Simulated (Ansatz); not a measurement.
Calculated with Ansatz (gas phase, PBE0-D4/def2-TZVP geometries, no zero-point term in ΔE). CCSD(T)/CBS adds triple-zeta CCSD(T) − MP2 to the extrapolated MP2 energy (def2 sets, frozen cores). This one scheme is used for every species. DFT in def2-TZVPP. Each species was taken in one conformer, which may not be the lowest.

`O[SiH](F)S[SiH2]F` + H₂ → `F[SiH2]S[SiH2]F` + H₂O  (hydrogenolysis of the Si–O bond)

`O[SiH](F)S[SiH2]F`:

Cartesian coordinates in Å:
```
O -1.457 0.120 1.473
Si -1.461 -0.500 -0.024
F -1.692 0.660 -1.092
S 0.375 -1.479 -0.514
Si 1.647 0.212 -0.446
F 1.421 0.980 0.951
H -0.663 0.566 1.779
H -2.559 -1.470 -0.127
H 1.353 1.196 -1.507
H 3.037 -0.284 -0.494
```

H₂:

Z-matrix (Å, degrees):
```
H
H 1 0.746
```

`F[SiH2]S[SiH2]F`:

Z-matrix (Å, degrees):
```
Si
S 1 2.124
F 1 1.595 2 110.6
H 1 1.479 2 110.7 3 -118.8
H 1 1.477 2 107.2 3 117.5
Si 2 2.124 1 97.9 3 85.7
F 6 1.596 2 110.6 1 85.8
H 6 1.479 2 110.7 1 -32.9
H 6 1.477 2 107.2 1 -156.7
```

H₂O:

Cartesian coordinates in Å:
```
O -0.195 0.023 -0.336
H 0.058 -0.772 0.139
H 0.137 0.748 0.198
```

| level | ΔE (kJ/mol) |
| --- | --- |
| r2SCAN-D4 | 104.8 |
| CCSD/CBS(def2) | 92.4 |

Task: What does CCSD(T)/CBS give? (An estimate is asked.)

Result: Computed: +95.3 kJ/mol. The listed levels differ from it by 9.5, -2.9 kJ/mol.

Largest T1 diagnostic among the species: 0.012.

The D4 term adds +8.8 kJ/mol with B3LYP and +4.7 kJ/mol with PBE0; it sums over pairs of atoms, weighted by their polarisabilities, and B3LYP, whose exchange is more repulsive, gets the larger term. In def2-TZVPP, CCSD(T) changes the Hartree–Fock value by +7.6 kJ/mol (the triples alone add +3.0 kJ/mol) and MP2 by +13.1 kJ/mol.

CCSD(T)/CBS has its own doubt, a few kJ/mol and more with outer-core shells, so smaller differences from it don't rank the levels.

B3LYP here is the variant with VWN-RPA as its local correlation; programs differ in this.
